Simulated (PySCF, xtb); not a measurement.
Al(H)(NMe2)(SH) (C2H8AlNS), SMILES C[N]([AlH][SH])C.

GFN2-xTB (xtb) at its own geometry gives an orbital gap of 3.26 eV and a dipole moment of 1.96 D.

Geometry optimised at ωB97X-D3(BJ)/def2-SVP. The structure was generated by enumeration; whether it is a known compound was not checked. Other conformers were not sampled.

What does PBE/def2-TZVP run with PySCF give? (An estimate is asked for; the answer gives what the named calculation found.)

gap 4.08 eV (levels -5.23 and -1.16 eV), dipole 1.17 D.
